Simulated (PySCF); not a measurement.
Run record for `O[SiH2][N]([SiH3])[GeH3]`: BHandHLYP/aug-pcSseg-1, damping 0.3 at the start, DIIS from the seventh cycle, fitting basis def2-universal-jkfit, full TDDFT, 6 singlets.

Method: TDDFT BHandHLYP/aug-pcSseg-1, vertical, gas phase, core orbitals frozen in the response (PySCF 2.14.0, density-fitted response routines). Geometry: GFN2-xTB. The input is one job of a driver script: a line of settings, then coordinates in Å.

Command:
```bash
OMP_NUM_THREADS=1 python probes_run.py task.json out
```

Input:
```
{"job": {"kind": "uv", "xc": "BHandHLYP", "basis": "aug-pcSseg-1", "nstates": 6, "ntriplets": 2, "tda": false, "scf": {"damp": 0.3, "aux": "def2-universal-jkfit"}}, "charge": 0, "multiplicity": 1}
O      2.319975    -0.201650    -0.507354
Si     1.003749    -1.087185    -0.160597
N     -0.240452     0.101051    -0.020979
Si     0.127809     1.803771    -0.086171
Ge    -1.878779    -0.576721     0.385474
H      3.151694    -0.638782    -0.660592
H      1.198373    -1.813556     1.099841
H      0.696066    -2.018380    -1.250773
H      1.028300     2.166411     1.011753
H      0.712085     2.111230    -1.391413
H     -1.163891     2.484229     0.073881
H     -1.860308    -1.188887     1.759717
H     -2.205354    -1.665491    -0.596069
H     -2.889944     0.523487     0.321116
```

Output:
```
damping 0.30 in the first 6 cycles
final grid: 107440 points
cycle   1  E = -2790.9865347778  dE = -3.155e-01  |g| = 1.010e+00  |ddm| = 4.968e+00
cycle   2  E = -2791.0750424566  dE = -8.851e-02  |g| = 5.008e-01  |ddm| = 1.491e+00
cycle   3  E = -2791.1027586407  dE = -2.772e-02  |g| = 2.878e-01  |ddm| = 8.881e-01
cycle   4  E = -2791.1120756220  dE = -9.317e-03  |g| = 1.618e-01  |ddm| = 4.640e-01
cycle   5  E = -2791.1152050628  dE = -3.129e-03  |g| = 9.508e-02  |ddm| = 2.799e-01
cycle   6  E = -2791.1141371329  dE =  1.068e-03  |g| = 1.200e-01  |ddm| = 2.274e-01
cycle   7  E = -2791.1124085989  dE =  1.729e-03  |g| = 1.533e-01  |ddm| = 2.915e-01
cycle   8  E = -2791.1168764183  dE = -4.468e-03  |g| = 4.085e-03  |ddm| = 1.608e-01
cycle   9  E = -2791.1168791724  dE = -2.754e-06  |g| = 6.703e-04  |ddm| = 4.710e-03
cycle  10  E = -2791.1168792689  dE = -9.644e-08  |g| = 1.559e-04  |ddm| = 9.931e-04
cycle  11  E = -2791.1168792713  dE = -2.448e-09  |g| = 2.995e-05  |ddm| = 2.174e-04
cycle  12  E = -2791.1168792715  dE = -1.737e-10  |g| = 5.721e-06  |ddm| = 7.416e-05
converged SCF energy = -2791.1168792715

Static polarisability (au): isotropic 87.075, principal 77.155 90.842 93.227

Singlet excitations
state   eV       nm        f      main configurations
  1   6.3828    194.2   0.00863   H->L+3 0.39, H->L 0.36
  2   6.4739    191.5   0.00469   H->L+3 0.39, H->L 0.35, H->L+2 0.10
  3   6.9318    178.9   0.05809   H->L+1 0.88
  4   7.2525    171.0   0.00124   H->L+2 0.40, H->L+6 0.15, H->L+5 0.15
  5   7.4553    166.3   0.00306   H->L+4 0.44, H->L+5 0.14, H->L+7 0.13
  6   7.4684    166.0   0.00348   H->L+2 0.26, H->L+5 0.26, H->L+4 0.20

Triplet excitations (Tamm-Dancoff, eV): 6.0636 6.3387
```

H and L stand for HOMO and LUMO; the number after each pair is its weight.

Task: How does the lowest singlet excitation compare with the HOMO–LUMO gap?

Result: HOMO -8.45 eV and LUMO -0.01 eV give a gap of 8.44 eV; S1 at 6.38 eV lies 2.06 eV below it.

Task: Give S1 in cm⁻¹ and kJ/mol.

Result: 6.3828 eV × 8065.54 = 51481 cm⁻¹; × 96.485 = 615.8 kJ/mol.

In short: SCF converged in 12 cycles with 249 basis and 838 fitting functions; HOMO -8.45 eV, LUMO -0.01 eV; lowest singlet 6.38 eV; lowest triplet 6.06 eV (Tamm–Dancoff); mean polarisability 87.1 au.

 Relativistic effects, spin–orbit coupling among them, are left out although an element past zinc is present.

Task: Estimate the wall time. Hardware: one thread of an Intel Xeon at 2.50 GHz, no GPU, shared host with 64 logical CPUs at a one-minute load of 56. And the peak memory of the process?

Result: About 2.0 min, with 0.89 GiB resident at the peak, the Python interpreter and its libraries included.

Shape of the structure used: `[OH:1][SiH2:2][N:3]([SiH3:4])[GeH3:5]`: O1–Si2–N3–Si4 -6°, H–O1–Si2–N3 -178°.

One conformer stands for the species.
